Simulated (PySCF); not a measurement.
Computed IR spectrum (relative IR intensity) of a molecule C₃H₆F₂Si. The structure is a stationary point at B3LYP-D3(BJ)/def2-SVP. Other conformers were not sampled. All values below come from B3LYP-D3(BJ)/def2-SVP (PySCF). Frequencies are harmonic and unscaled.

Lines under 2 % of the strongest are left out, and lines within 2 cm⁻¹ are merged.

ν (cm⁻¹): 254 (vw), 442 (w), 469 (vw), 685 (m), 712 (vw), 855 (w), 928 (vs), 981 (s), 1066 (m), 1176 (w), 1308 (w), 1460 (vw), 1734 (w), 2255 (s), 3026 (w), 3087 (vw) (against the strongest line: vs over 80 %, s over 45 %, m over 15 %, w over 4 %, vw less)

Pick the molecule that these values belong to.
A) F[C@H]1C[Si@@H](F)C1
B) C/C=C(\F)[SiH2]F
C) C=CC(F)(F)[SiH3]
D) F/C=C(/F)C[SiH3]

B, C/C=C(\F)[SiH2]F
